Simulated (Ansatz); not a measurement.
`BCS` + `[SiH3]N[SiH3]` → `BN([SiH3])[SiH3]` + CH₃SH at 298.15 K and 1 bar (ligand exchange at a B–C bond).

Isolated molecules relaxed with PBE0-D4/def2-TZVP in Ansatz; ΔE leaves out vibrations. CBS: MP2 limit from def2 TZ/QZ plus the TZ coupled-cluster correction, frozen cores. This one scheme is used for every species. Each species was taken in one conformer, which may not be the lowest.

| species | CCSD(T)/CBS energy (Eh) | H − E (kJ/mol) | S (J/(mol·K)) |
| --- | --- | --- | --- |
| `BCS` | -463.59975 | 162.8 | 301.9 |
| `[SiH3]N[SiH3]` | -637.10515 | 192.6 | 335.6 |
| `BN([SiH3])[SiH3]` | -662.52490 | 227.7 | 348.6 |
| CH₃SH | -438.22835 | 133.0 | 253.2 |

H − E and S are ideal-gas, rigid-rotor, harmonic terms from PBE0-D4/def2-TZVP, for one conformer and one mirror image of each species. 1 Eh = 2625.50 kJ/mol, R = 8.31446 J/(mol·K).

Problem. By hand: ΔE, ΔH, ΔS and ΔG.

Solution. ΔE = (-662.52490) + (-438.22835) − (-463.59975) − (-637.10515) = -0.04835 Eh = -126.9 kJ/mol. Δ(H − E) = 227.7 + 133.0 − 162.8 − 192.6 = 5.3, so ΔH = -121.6 kJ/mol. ΔS = 348.6 + 253.2 − 301.9 − 335.6 = -35.7 J/(mol·K). ΔG = -121.6 − 298.15 × (-35.7)/1000 = -111.0 kJ/mol.

Problem. By hand: the equilibrium constant, and the temperature at which ΔG would vanish if ΔH and ΔS stayed fixed.

Solution. log₁₀ K = −ΔG/(RT ln 10) = 19.4. ΔG = 0 at ΔH/ΔS = 3406 K, far beyond where these terms or the molecules hold.

ΔH outweighs TΔS. A doubt of 5 kJ/mol in ΔE shifts log₁₀ K by 0.9 here. Other conformers and mirror images would add mixing entropy, several J/(mol·K) or more a flexible species. Modes under 60 cm⁻¹, often nearly free rotors, make the harmonic entropy too high. These are equilibria of isolated gas molecules and say nothing of rates. Largest T1 diagnostic: 0.013 (customary marks: 0.02 for closed shells, 0.045 for open ones).
